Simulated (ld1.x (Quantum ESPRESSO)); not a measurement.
## Transferability test, TM semilocal potential for Mg

ld1.x (Quantum ESPRESSO) 7.5 input, shortened:

```
&input
   title='Mg', zed=12., rel=1, dft='PBE', iswitch=3,
   config='[Ne] 3s0 3p0 3d-2'
 /
 &inputp
   pseudotype=1, tm=.true., lloc=0,
   nlcc=.true., new_core_ps=.true., rcore=0.65
 /
3
2P  2  1   6.00   0.00  0.80  0.80  0.0
3D  3  2  -2.00  -0.15  0.70  0.70  0.0
2S  1  0   2.00   0.00  0.80  0.80  0.0
 &test
   configts(1)='2s2 2p6 3s0 3p0'
 /
```

Energies are relative to the spin-unpolarised reference configuration 2s2 2p6 3s0 3p0; without spin polarisation the order of configurations can differ from experiment.

Task: Give the all-electron excitation energy and the error of the potential for: 2s2 2p6 3s2 3p0; 2s2 2p6 3s1 3p0; 2s2 2p6 3s1.5 3p0; 2s2 2p6 3s0 3p1; 2s2 2p6 3s0 3p2; 2s2 2p6 3s1 3p1; 2s1 2p6 3s2 3p0.

Result:

```tsv
valence configuration	charge	ΔE all-electron (eV)	error AE − PS (meV)
2s2 2p6 3s2 3p0	0	-22.986	+83
2s2 2p6 3s1 3p0	+1	-15.026	+61
2s2 2p6 3s1.5 3p0	+0.5	-19.842	+75
2s2 2p6 3s0 3p1	+1	-10.658	-22
2s2 2p6 3s0 3p2	0	-15.803	-27
2s2 2p6 3s1 3p1	0	-19.495	+36
2s1 2p6 3s2 3p0	+1	68.485	+194
```

Levels in the configuration 2s2 2p6 3s1 3p1:

```tsv
level	all-electron (eV)	pseudo (eV)
2s	-81.920	-81.887
2p	-48.676	-48.644
3s	-5.671	-5.714
3p	-2.071	-2.058
```
